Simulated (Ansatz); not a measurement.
`CN(C)[SiH3]` + `OB(Cl)Cl` → `[SiH3]OB(Cl)Cl` + `CNC` at 298.15 K and 1 bar (ligand exchange at the Si–N bond).

Computed with Ansatz on PBE0-D4/def2-TZVP structures; ΔE is electronic, products minus reactants. CCSD(T)/CBS is the MP2 limit (def2-TZVPP, def2-QZVPP) plus CCSD(T) − MP2 in def2-TZVPP, frozen cores. This one scheme is used for every species. One conformer a species, not always the lowest.

```csv
species,CCSD(T)/CBS energy (Eh),H − E (kJ/mol),S (J/(mol·K))
`CN(C)[SiH3]`,-425.29981,301.2,327.6
`OB(Cl)Cl`,-1020.26564,70.8,295.7
`[SiH3]OB(Cl)Cl`,-1310.57934,117.3,356.9
`CNC`,-135.00321,256.9,271.4
```

H − E and S are ideal-gas, rigid-rotor, harmonic terms from PBE0-D4/def2-TZVP, for one conformer and one mirror image of each species. 1 Eh = 2625.50 kJ/mol, R = 8.31446 J/(mol·K).

Question: By hand: ΔE, ΔH, ΔS and ΔG.

Answer: ΔE = (-1310.57934) + (-135.00321) − (-425.29981) − (-1020.26564) = -0.01710 Eh = -44.9 kJ/mol. Δ(H − E) = 117.3 + 256.9 − 301.2 − 70.8 = 2.2, so ΔH = -42.7 kJ/mol. ΔS = 356.9 + 271.4 − 327.6 − 295.7 = 5.0 J/(mol·K). ΔG = -42.7 − 298.15 × (5.0)/1000 = -44.2 kJ/mol.

Question: By hand: the equilibrium constant, and the temperature at which ΔG would vanish if ΔH and ΔS stayed fixed.

Answer: log₁₀ K = −ΔG/(RT ln 10) = 7.7. ΔH and −TΔS have one sign here, so there is no such temperature.

The number of gas molecules stays the same, so ΔS is small and ΔH decides. A doubt of 5 kJ/mol in ΔE shifts log₁₀ K by 0.9 here. Other conformers and mirror images would add mixing entropy, several J/(mol·K) or more a flexible species. These are equilibria of isolated gas molecules and say nothing of rates. Largest T1 diagnostic: 0.012 (customary marks: 0.02 for closed shells, 0.045 for open ones).

ΔS is within the doubt of such terms, so its sign, and with it that verdict, could turn.
